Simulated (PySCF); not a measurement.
C3H3Cl2F, SMILES F[C@@H]1CC1(Cl)Cl.

The structure is a stationary point at B3LYP-D3(BJ)/def2-SVP. The structure was generated by enumeration; whether it is a known compound was not checked.

Two levels are set side by side: PBE/def2-TZVP (PySCF) and ωB97X/def2-TZVP (PySCF). Same geometry, gas phase. Differences are taken from unrounded values.

| quantity | ωB97X | PBE | PBE minus ωB97X |
|---|---|---|---|
| orbital gap (eV) | 12.66 | 5.43 | -7.23 |
| highest occupied level (eV) | -10.48 | -6.70 | 3.78 |
| lowest empty level (eV) | 2.18 | -1.27 | -3.45 |
| dipole moment (D) | 2.10 | 1.95 | -0.15 |
| mean polarisability (bohr³) | 57.1 | 59.8 | 2.7 |

PBE's occupied levels lie high since its potential decays too fast outside the molecule; exact exchange lowers them and widens the gap. PBE's more diffuse valence density responds more strongly to a field. Differences between two approximate levels are no errors against the true value.

Rough cost on one machine, each run with all the roots and properties that it gave: ωB97X against PBE within a factor of 2.
